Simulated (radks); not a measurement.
The mean radii <r> (bohr) of the occupied orbitals of an atom or ion are listed with their occupations. All-electron calculation, Dirac Kohn-Sham, PBE, spin-unpolarised, spherical densities, finite nucleus; Fermi nuclear charge, rms radius of each element as measured or else 0.836 A^(1/3) + 0.57 fm. Program: a radial shooting solver on a logarithmic mesh with Libxc functionals.

orbital  occ.      <r>
1s1/2       2  0.01932
2s1/2       2  0.08125
2p1/2       2  0.06740
2p3/2       4  0.07502
3s1/2       2   0.2122
3p1/2       2   0.2020
3p3/2       4   0.2162
3d3/2       4   0.1898
3d5/2       6   0.1942
4s1/2       2   0.4779
4p1/2       2   0.4850
4p3/2       4   0.5176
4d3/2       4   0.5409
4d5/2       6   0.5524
5s1/2       2    1.173
5p1/2       2    1.317
5p3/2       4    1.431
4f5/2       6   0.7165
4f7/2       8   0.7329
6s1/2       2    3.656
5d3/2       1    2.852

Name the element and its charge. Open shells, if any, fill j = l - 1/2 first.

Answer. Z = 71, lutetium, charge 0: Lu in [Xe] 4f14 5d1 6s2. The 1s radius gives Z: for a bare nucleus <r> = (2 gamma + 1)/(2Z) with gamma = sqrt(1 - (Z/c)^2), 0.01909 bohr for Z = 71, and screening makes it slightly larger (0.01932 here). The occupations add up to 71, and the charge is Z minus that.
